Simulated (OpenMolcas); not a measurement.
# Au4+: moving or changing the point charges

Au4+ among 2 point charges of -1 e arranged as a linear pair (D∞h), 2.06 Å from the ion.

```json
{
  "Program": "OpenMolcas",
  "Method": "CASSCF",
  "Basis": "ANO-RCC-VDZP [7s6p4d2f]",
  "Scalar Hamiltonian": "DKH2, point nucleus",
  "Active space": "7 electrons in 5 orbitals (5d)",
  "State averaging": "2S+1 = 4 even, 10 roots; 2S+1 = 2 even, 40 roots",
  "Spin-orbit coupling": "state interaction with AMFI integrals over the reference wave functions"
}
```

Runs around this geometry, states (labels by Λ). Energies in cm-1 above the lowest state or level, χT in cm3 K/mol.

```json
{"R (Å)": "2.06", "q (e)": "-0.5", "Ground state": "4Φ", "First state of that spin": "4Σ 1217", "First gap with spin-orbit (degeneracies)": "821.3 (2, 2)", "χT at 300 K": "4.766", "First state of another spin": "2Δ 16126"}
{"R (Å)": "1.96", "q (e)": "-1", "Ground state": "4Φ", "First state of that spin": "4Σ 1135", "First gap with spin-orbit (degeneracies)": "1480 (2, 2)", "χT at 300 K": "4.578", "First state of another spin": "2Δ 15085"}
{"R (Å)": "2.06", "q (e)": "-1", "Ground state": "4Φ", "First state of that spin": "4Σ 1323", "First gap with spin-orbit (degeneracies)": "1407 (2, 2)", "χT at 300 K": "4.608", "First state of another spin": "2Δ 15495"}
{"R (Å)": "2.19", "q (e)": "-1", "Ground state": "4Φ", "First state of that spin": "4Σ 1424", "First gap with spin-orbit (degeneracies)": "1164 (2, 2)", "χT at 300 K": "4.656", "First state of another spin": "2Δ 15846"}
```

Scaling the charges by -0.5 / -1 = 0.50 scales the first state of the same spin by 1217 / 1323 = 0.92; with fixed orbitals a first-order splitting would follow the charge.

Without dynamic correlation the repulsion within the d shell is too large (B by tens of per cent), so at a given field states of lower spin stand too high. Point charges give a weaker field than real ligands, and real ions of this kind are as a rule low spin; the high spin found here belongs to the model. The ground term spreads over less than 5000 cm-1, several times less than with real ligands, so orbital moments are less quenched and χT lies further from the spin-only value than at real sites. This is an electrostatic model: the charges have no orbitals. No measured value stands beside these numbers.
